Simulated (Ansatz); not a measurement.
The pair A = H2O (SMILES O) (first 3 atoms), B = H4OSi (SMILES O[SiH3]); geometry from B3LYP-D3(BJ)/def2-TZVP.
(charge 0, multiplicity 1):
```xyz
9

O      0.25536    -0.53034     0.32902
H     -0.44669    -0.95934    -0.17215
H      0.69917     0.06262    -0.28711
O     -0.62591     0.71556     2.69110
Si    -0.02970     0.20919     4.13402
H     -0.31378     0.27869     1.88040
H     -0.32938    -1.22301     4.39656
H     -0.67700     1.03594     5.17546
H      1.44413     0.38007     4.22656
```

Frozen-core correlation. MP2 and its Hartree–Fock in aug-cc-pV(Q+d)Z, aug-cc-pV(T+d)Z are density fitted.

Codes used: Ansatz (Gaussian orbitals). Values without a source in brackets are computed.

The counterpoise-corrected interaction energy is E(AB) − E(A in the pair's basis) − E(B in the pair's basis). Total energies (hartree):

```csv
level,AB,A in the pair's basis,B in the pair's basis
HF/aug-cc-pV(T+d)Z,-442.2805442,-76.0602469,-366.2130032
MP2/aug-cc-pV(T+d)Z,-442.9379418,-76.3293608,-366.5986283
HF/aug-cc-pV(Q+d)Z,-442.2949147,-76.0655448,-366.2220150
MP2/aug-cc-pV(Q+d)Z,-442.9948629,-76.3520135,-366.6325814
MP2/aug-cc-pV(D+d)Z,-442.7640392,-76.2619876,-366.4927889
CCSD(T)/aug-cc-pV(D+d)Z,-442.8135809,-76.2750811,-366.5293235
```

Work out the counterpoise-corrected interaction energy at the basis-set limit: extrapolate the MP2 correlation part as X⁻³, take Hartree–Fock from the larger set, and add the CCSD(T) − MP2 difference of aug-cc-pV(D+d)Z.


1. Differences (1 hartree = 627.509 kcal/mol): HF/aug-cc-pV(T+d)Z -4.577; MP2/aug-cc-pV(T+d)Z -6.245; HF/aug-cc-pV(Q+d)Z -4.615; MP2/aug-cc-pV(Q+d)Z -6.443; MP2/aug-cc-pV(D+d)Z -5.812; CCSD(T)/aug-cc-pV(D+d)Z -5.758.
2. Correlation parts, MP2 less HF: -1.668 in aug-cc-pV(T+d)Z (X = 3), -1.828 in aug-cc-pV(Q+d)Z (X = 4).
3. Limit (4³·(-1.828) − 3³·(-1.668))/(4³ − 3³) = -1.945; with HF/aug-cc-pV(Q+d)Z it gives -6.560.
4. CCSD(T) less MP2 in aug-cc-pV(D+d)Z: 0.054.
Result: -6.51 kcal/mol, against -6.25 at MP2/aug-cc-pV(T+d)Z. It is an estimate of this method's limit, not of the exact value.

Ansatz is an electronic-structure program.
